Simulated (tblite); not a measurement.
A tight-binding relaxation on `C1C[C@H]2[C@@H](C1)[C@@H]2[Ga]([F])[F]`.

Computed with GFN2-xTB geometry optimisation, gas phase (tblite 0.8.0). Start geometry: from a force field or distance geometry. The input is one job of a driver script: a line of settings, then coordinates in Å.

Command:
```bash
OMP_NUM_THREADS=1 python probes_run.py task.json out
```

Input:
```
{"job": {"kind": "relax", "xc": "GFN2-xTB", "basis": "xTB"}, "charge": 0, "multiplicity": 1}
F      3.077800     1.529500     0.222900
Ga     2.660500    -0.039100     1.334600
F      3.803000    -1.190400     0.761600
C      0.789200    -0.102100     1.105100
C      0.550000    -0.279400    -0.378500
C     -0.227500     0.857300    -0.979800
C     -1.638500     0.373200    -0.872900
C     -1.683000    -0.481600     0.371700
C     -0.291900    -1.006800     0.599600
H      0.391000     0.794200     1.628000
H      1.300800    -0.817900    -0.988100
H     -0.044300     1.750000    -0.338500
H      0.092900     1.030000    -2.015900
H     -2.311000     1.235800    -0.845200
H     -1.853100    -0.265700    -1.743400
H     -2.358200    -1.351700     0.137100
H     -2.057700     0.066900     1.249700
H     -0.208800    -2.095900     0.740400
```

Output:
```
step      E/eV     max force
  0    -766.46918    2.607
  1    -766.72678    1.244
  2    -766.83881    0.809
  3    -766.92430    0.643
  4    -766.95526    0.548
  5    -766.98950    0.708
  6    -767.02212    0.639
  7    -767.05270    0.721
  8    -767.08121    0.585
  9    -767.10123    0.360
... (94 lines left out)
104    -767.72242    0.034
105    -767.72263    0.032
106    -767.72277    0.031
107    -767.72287    0.022
108    -767.72294    0.019
109    -767.72301    0.015
110    -767.72307    0.014
111    -767.72313    0.020
112    -767.72317    0.015
113    -767.72320    0.010
```

«max force» is the largest atomic force in eV/Å.

From which step on does the largest force stay under 0.1 eV/Å, and how much energy is left to gain from there?

From step 72 (0.080 eV/Å), 11.6 meV above the end.

In short: energy lowered by 28.9 kcal/mol over 113 steps; largest atomic force 0.010 eV/Å at the end.

Give the final coordinates.

0.770 Å rms from the input after alignment:
```
atom  x, y, z in Å
F1     3.8077    0.7489    2.4511
Ga2    2.7669   -0.1421    1.3421
F3     3.5070   -1.6202    0.7230
C4     0.9026    0.3282    0.7037
C5     0.5452   -0.0115   -0.7135
C6    -0.5541    0.8379   -1.3312
C7    -1.8589    0.1990   -0.8302
C8    -1.5211   -0.4593    0.5168
C9    -0.0429   -0.7996    0.4124
H10    0.5123    1.2417    1.1376
H11    1.2958   -0.4389   -1.3660
H12   -0.4771    1.8743   -0.9977
H13   -0.4950    0.8309   -2.4183
H14   -2.6629    0.9273   -0.7395
H15   -2.1757   -0.5704   -1.5350
H16   -2.1210   -1.3518    0.6859
H17   -1.7041    0.2308    1.3423
H18    0.2665   -1.8189    0.6048
```

Hardware: Intel Xeon at 2.50 GHz, one thread, shared host. Cost: 5.2 s wall, 2.7 s CPU.
Labels such as C1 count atoms from 1, the log's own numbers from 0.
